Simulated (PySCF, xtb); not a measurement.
Se(Me)(OMe) (C2H6OSe), SMILES [Se](C)OC. Other conformers were not sampled.

Harmonic wavenumbers (cm⁻¹) from GFN2-xTB (xtb) at its own minimum, in rising order: 74, 125, 129, 232, 273, 522, 563, 843, 869, 1018, 1131, 1138, 1271, 1404, 1427, 1434, 1469, 1482, 2932, 2949, 2991, 3005, 3024, 3043.

Question: What does PySCF with B3LYP-D3(BJ)/def2-SVP give at its own minimum? (Estimate from the structure and the level; the computed values follow.)

Answer: 85, 127, 158, 250, 319, 583, 592, 887, 904, 1070, 1169, 1183, 1284, 1422, 1448, 1450, 1457, 1481, 2984, 3041, 3056, 3099, 3147, 3163. Paired by order, the mean absolute difference is 43 cm⁻¹ and the zero-point energies are 47.7 and 49.1 kcal/mol.
